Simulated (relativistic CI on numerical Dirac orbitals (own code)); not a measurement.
What each ingredient does to the levels of Hg XXIX

Base calculation: Dirac-Coulomb-Breit CI, orbitals from a KLI potential per configuration, QED by a radiative potential, unscaled Slater integrals.

Configuration list (outside the closed core [Ar] 3d10 4p6 4d10): 4s²4f⁶, 4s²4f⁵5s, 4s²4f⁴5s², 4s4f⁷, 4s²4f⁵6s, 4f⁸. Levels of other configurations are missing.

Variants: (1) Breit term removed. Shifts of the energy above 4s²4f⁶ ⁵D0, in cm⁻¹, for the lowest level and the first level of each name with at least 55 % of one term (blank where a level changes its place among those of its configuration and J or its character, or is not in the variant):

```csv
Level,Base,Δ(1)
4s²4f⁶ ⁵D0,0.0,0.0
4s²4f⁶ ⁷F1,17119.1,+1782.7
4s²4f⁶ ⁷F2,31507.4,+3141.7
4s²4f⁶ ⁷F3,42766.5,+4075.2
4s²4f⁶ ⁷F4,51657.3,+4803.8
4s²4f⁶ ⁷F5,58084.7,+5326.4
4s²4f⁶ ⁵D2,101143.0,+4407.8
4s²4f⁶ ⁵L8,114455.1,+7202.7
4s²4f⁶ ⁵L9,121372.8,+8318.5
4s²4f⁶ ⁵F1,139209.9,+4198.5
4s²4f⁶ ³O11,161892.0,+10713.9
4s²4f⁶ ³O12,165531.0,+12079.1
```

At this charge energies of transitions that change n are usually good to better than 1 %, and those within a shell (Δn = 0) to a few per cent. Terms inside the open d or f shell come out 10 to 20 % too wide with unscaled integrals.

Ionisation energy from the two ground configurations alone: base 977.3 eV; Breit term removed 977.5 eV. The NIST ASD value (theoretical) is 990 eV.

LS names give the leading component of a level, which can be under half, so a name can repeat, a term be missing and a line seem to break the LS rules.
